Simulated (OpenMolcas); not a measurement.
# OpenMolcas run: neutral copper

Input:

```
&GATEWAY
Coord
1

Cu 0.0 0.0 0.0
Basis=ANO-RCC-VDZP
Group=XYZ
NoMove
AngMom=0.0 0.0 0.0
AMFI
&SEWARD
&RASSCF
FileOrb=start.orb
Symmetry=1
Spin=2
nActEl=11 0 0
Inactive=3 6
Ras2=6 0
CIRoot=6 6 1
SDav=6
CIMx=300
Iter=120 100
PrWF=0.3
OrbListing=Nothing
MaxOrb=0
Atom
>>> COPY $Project.JobIph JOB001
&RASSI
NrOfJobIphs=1 6
1 2 3 4 5 6
IphNames
JOB001
EJob
SpinOrbit
DIPRint=1.0
SOCoupling=1000.0
Subsets=2
MEES
Property=10
'ANGMOM' 1 'ANGMOM' 2 'ANGMOM' 3 'MLTPL  1' 1 'MLTPL  1' 2 'MLTPL  1' 3
'AMFI' 1 'AMFI' 2 'AMFI' 3 'MLTPL  2' 6
SOProperty=3
'ANGMOM' 1 'ANGMOM' 2 'ANGMOM' 3
```

Launched by
```bash
OMP_NUM_THREADS=1 MOLCAS_MEM=1689 MOLCAS_PROJECT=a pymolcas a.inp > a.log  # once for each step of the input, in one work folder
```

A driver script runs the steps one by one and writes start.orb anew before each from the orbitals found so far.

Output, cut to the results:

```
--- SEWARD ---
Basis set label: CU.ANO-RCC...5S4P2D1F.

      Electronic valence basis set:
      ------------------
      Associated Effective Charge  29.000000 au
      Associated Actual Charge     29.000000 au
      Nuclear Model: Point charge

      Shell  nPrim  nBasis  Cartesian Spherical Contaminant
         s      21       5        X
         p      15       4        X
         d      10       2                 X
         f       6       1                 X
                  Relativistic Douglas-Kroll-Hess integrals:
                    - DKH order of Hamiltonian: 2
                    - DKH order of Properties : 0
                  Atomic mean-field integrals
--- RASSCF ---
Wave function specifications:
      -----------------------------

      Number of closed shell electrons          18
      Number of electrons in active shells      11
      Max number of holes in RAS1 space          0
      Max nr of electrons in RAS3 space          0
      Number of inactive orbitals                9
      Number of active orbitals                  6
      Number of secondary orbitals              19
      Spin quantum number                      0.5
      State symmetry                             1
Orbital specifications:
      -----------------------

      Symmetry species                           1   2
                                                ag  au
      Frozen orbitals                            0   0
      Inactive orbitals                          3   6
      Active orbitals                            6   0
      RAS1 orbitals                              0   0
      RAS2 orbitals                              6   0
      RAS3 orbitals                              0   0
      Secondary orbitals                         6  13
      Deleted orbitals                           0   0
      Number of basis functions                 15  19
      Number of CSFs                             6
      Number of root(s) required                 6
      Iter CI   SX   CI       RASSCF       Energy    max ROT     max BLB   max BLB  Level Ln srch  Step   QN
          iter iter root      energy       change     param      element    value   shift minimum  type update
 Nr of preliminary CI iterations:   1
      Total energies have been shifted. Add                -1000.00 au
        1   1    2    0  -653.09072366    0.00E+00   1.53E-08    6  10 2 -1.31E-07   0.06   0.00    SX    NO
        2   1    2    0  -653.09072366   -1.82E-12   1.63E-08    8  15 1 -5.33E-08   0.06   0.00    SX    NO
        3   1    2    0  -653.09072366    9.09E-13   1.27E-08    6  10 2 -5.62E-08   0.06   0.00    SX    NO
        4   1    2    0  -653.09072366   -1.82E-12   1.39E-08    8  15 1 -6.02E-08   0.06   0.00    SX    NO
      Convergence after  4 iterations
        5   1    2    0  -653.09072366    1.82E-12   1.39E-08    8  15 1  6.59E-08   0.06   0.00    SX    NO
      Natural orbitals and occupation numbers for root  1
      sym 1:   1.000000   2.000000   2.000000   2.000000   2.000000   2.000000
      Natural orbitals and occupation numbers for root  2
      sym 1:   2.000000   1.000000   2.000000   2.000000   2.000000   2.000000
      Natural orbitals and occupation numbers for root  3
      sym 1:   2.000000   2.000000   2.000000   1.000000   2.000000   2.000000
::    RASSCF root number  1 Total energy:  -1653.10343878
::    RASSCF root number  2 Total energy:  -1653.10343878
::    RASSCF root number  3 Total energy:  -1653.10343878
::    RASSCF root number  4 Total energy:  -1653.10343878
::    RASSCF root number  5 Total energy:  -1653.10343878
::    RASSCF root number  6 Total energy:  -1653.02714807

--- RASSI ---
SPIN-FREE ENERGIES:
  (Shifted by EMIN (a.u.) =      -1653.1034387780)

 SF State       Relative EMIN(au)   Rel lowest level(eV)    D:o, cm**(-1)      L_eff

     1             0.0000000000        0.0000000000              0.0000         2.0
     2             0.0000000000        0.0000000000              0.0000         2.0
     3             0.0000000000        0.0000000000              0.0000         2.0
     4             0.0000000000        0.0000000000              0.0000         2.0
     5             0.0000000000        0.0000000000              0.0000         2.0
     6             0.0762907061        2.0759758708          16743.8746         0.0
     Dipole printing threshold changed to   1.00000000E+00
Eigenvalues of complex Hamiltonian:
   -----------------------------------
  (Shifted by EMIN (a.u.) =      -1653.1034387780)

 SO State       Relative EMIN(au)   Rel lowest level(eV)    D:o, cm**(-1)     J-value

     1            -0.0036945794        0.0000000000              0.0000         2.1
     2            -0.0036945794        0.0000000000              0.0000         2.1
     3            -0.0036945794        0.0000000000              0.0000         2.2
     4            -0.0036945794        0.0000000000              0.0000         1.7
     5            -0.0036945794        0.0000000000              0.0000         1.6
     6            -0.0036945794        0.0000000000              0.0000         2.1
     7             0.0055418690        0.2513365651           2027.1661         1.3
     8             0.0055418690        0.2513365651           2027.1661         1.1
     9             0.0055418690        0.2513365651           2027.1661         1.1
    10             0.0055418690        0.2513365651           2027.1661         1.2
    11             0.0762907061        2.1765104968          17554.7410         0.4
    12             0.0762907061        2.1765104968          17554.7410         0.4
...
```

The J values that RASSI prints are effective ones from its own formula and need not be integers or half-integers; the table below assigns J from the states.

Levels above the lowest, from the spin-orbit matrix, grouped by J:

| Configuration | Term | J | E (cm-1) | g | Term weight % |
| --- | --- | --- | --- | --- | --- |
| 3d9 4s2 | 2D | 5/2 | 0.0 | 1.200 | 100 |
| 3d9 4s2 | 2D | 3/2 | 2027 | 0.800 | 100 |
| 3d10 4s | 2S | 1/2 | 17555 | 2.002 | 100 |

Against the 2 measured excited levels shown (NIST Handbook of Basic Atomic Spectroscopic Data) the mean absolute deviation is 29000 cm-1; the largest miss in energy is 3d9 4s2 2D 3/2: computed -15528, measured 13245 cm-1 (-217.2 %). These deviations count from the computed level that pairs with the measured ground level.

Without dynamic correlation excited terms often stand tens of per cent too high (terms of higher spin than the ground term too low), and those without a measured partner can miss by more than the paired ones. The lowest computed level is not the ground level that NIST lists (2S1/2). A single d shell beside an s shell can misplace configurations of different d count against each other. Measured partners are found by configuration, term and J. A level has none where our copy of the source lacks it or the pairing is in doubt (some pairs that miss far off the trend of their configuration count as doubtful), and it then counts in no deviation. Levels of configurations outside the active space are missing.

The RASSCF and RASSI steps took 6.7 s on 1 thread of Intel(R) Xeon(R) Platinum 8375C CPU @ 2.90GHz (Ice Lake), with other jobs on the host; the integral step is not counted.

The term weight is that of the spin-free term in the level, not the purity of its configuration.
